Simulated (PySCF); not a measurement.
Can point charges reproduce the dipole moment of `C/C=C(\Cl)SC[SiH3]`?

Coordinates (GFN2-xTB, Å) and charges (e) from the PBE0/pcSseg-1 density (PySCF):

```
atom       x       y       z  Mulliken      IAO  Hirshfeld  ESP-fitted
  C1  -3.424   0.025   0.224   -0.2020  -0.4279    -0.1182     -0.3886
  C2  -2.066   0.556  -0.076   -0.0971  -0.1547    -0.0566     +0.1305
  C3  -0.982  -0.160  -0.356   -0.3077  -0.1517    -0.0163     -0.1516
 Cl4  -0.995  -1.896  -0.379   -0.0710  -0.0343    -0.0066     -0.0361
  S5   0.536   0.623  -0.818   +0.1089  +0.1460    +0.0121     -0.1286
  C6   1.761  -0.400   0.062   -0.6326  -0.6264    -0.1697     -0.4224
 Si7   3.507   0.313  -0.223   +0.5296  +0.6150    +0.3179     +0.4518
  H8  -4.139   0.412  -0.502   +0.1331  +0.1575    +0.0508     +0.1295
  H9  -3.443  -1.061   0.194   +0.1350  +0.1565    +0.0335     +0.1192
 H10  -3.742   0.358   1.212   +0.1332  +0.1577    +0.0511     +0.1166
 H11  -1.956   1.631  -0.076   +0.1126  +0.1652    +0.0494     +0.0891
 H12   1.676  -1.416  -0.318   +0.1908  +0.1669    +0.0302     +0.1815
 H13   1.492  -0.394   1.116   +0.1817  +0.1639    +0.0391     +0.1804
 H14   4.432  -0.551   0.513   -0.0795  -0.1118    -0.0720     -0.1091
 H15   3.792   0.292  -1.655   -0.0659  -0.1099    -0.0713     -0.0765
 H16   3.543   1.676   0.300   -0.0690  -0.1119    -0.0731     -0.0857
```

What dipole does each set of charges give (1 e·Å = 4.803 D), and what does the density give?

The full density gives (-0.25, 0.27, 1.10) D, 1.16 D in size; dipole vectors point from the negative to the positive end.

```json
{"scheme": "Mulliken", "μx": "0.37", "μy": "1.54", "μz": "0.74", "size (D)": "1.75", "share of the full size (%)": "151", "angle to the full dipole (°)": "56"}
{"scheme": "IAO", "μx": "1.01", "μy": "1.40", "μz": "0.18", "size (D)": "1.74", "share of the full size (%)": "150", "angle to the full dipole (°)": "81"}
{"scheme": "Hirshfeld", "μx": "0.07", "μy": "0.37", "μz": "0.13", "size (D)": "0.40", "share of the full size (%)": "35", "angle to the full dipole (°)": "61"}
{"scheme": "ESP-fitted", "μx": "-0.21", "μy": "0.31", "μz": "1.11", "size (D)": "1.17", "share of the full size (%)": "101", "angle to the full dipole (°)": "3"}
```

Which set comes closest?

Length of the difference vector: ESP-fitted 0.06 D, Hirshfeld 1.03 D, Mulliken 1.46 D, IAO 1.93 D. Closest: ESP-fitted. ESP charges are fitted to the potential around the molecule, whose slowest-falling term is the dipole's. The schemes that divide the density aren't constrained to reproduce the dipole.

What is left for the Hirshfeld atoms' own dipoles?

The shares of the density sum to the whole, so what Σ q r misses lies in dipoles about the nuclei. The atomic dipoles sum to (-0.25, 0.27, 1.10) − (0.07, 0.37, 0.13) = (-0.32, -0.10, 0.97) D, 1.03 D in size.

With the origin at the mean of the coordinates, (0.000, 0.001, -0.049) Å, which are the largest single terms, by size, of the Hirshfeld dipole along the direction of the full one?

Si7 -1.27, H15 +0.77, C1 -0.56, H10 +0.51, C6 +0.29 D; all 16 atoms together +0.20 D. The single terms depend on the origin, their sum doesn't.

Give the size of the full dipole in other units.

1.16 D = 0.457 au = 0.242 e·Å = 3.88 × 10⁻³⁰ C·m.

Geometry: GFN2-xTB, one conformer, isolated molecule.

These values come from a run that also computed NMR shieldings. Time: 30 s of wall time; peak memory 0.82 GiB. Hardware: one thread of an Arm Neoverse V1 (shared host).

The values belong to the conformer `[CH3:1]/[CH:2]=[C:3](\[Cl:4])[S:5][CH2:6][SiH3:7]`: C2–C3–S5–C6 140°, C3–S5–C6–Si7 -177°.
